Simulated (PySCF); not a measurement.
Working with the constants of CaSi⁺

UHF-CCSD(T) constants of CaSi⁺, ⁴Σ⁻ (quartet), unpaired electrons σ ↑, π ↑↑ (basis Ca pcseg-1, Si pcseg-1; no relativity; PySCF 2.14; masses 39.9626 and 27.9769 u):

| Property | Result |
| --- | --- |
| ωe | 302.5 cm⁻¹ |
| ωexe | 1.43 cm⁻¹ |
| Be | 0.13571 cm⁻¹ |
| αe | 0.000723 cm⁻¹ |
| De to Ca⁺ + Si | 1.01 eV |

Q: What force constant and bond length do these constants imply?

A: Reduced mass μred = 16.456 u; k = 5.8918×10⁻⁷·μred·ωe² (u, cm⁻¹, mdyn/Å) = 0.887 mdyn/Å; Re = √(16.8576/(μred·Be)) (u, cm⁻¹, Å) = 2.747 Å.

Q: Estimate the centrifugal constant D from the Kratzer relation and find the Dunham coefficient a1.

A: D = 4Be³/ωe² = 1.09e-07 cm⁻¹; a1 = −1 − αeωe/(6Be²) = -2.98.

Correlated steps freeze 10 core orbitals. Correlated levels converge slowly with the basis: in double zeta they bind strong bonds too weakly, by up to about 1 eV, and carry superposition errors of some tenths. For an ion De counts to the pair picked by the measured ionisation energies or electron affinities, which need not be the lowest pair at this level. The state was picked by a PBE0 search and need not be the measured ground state.
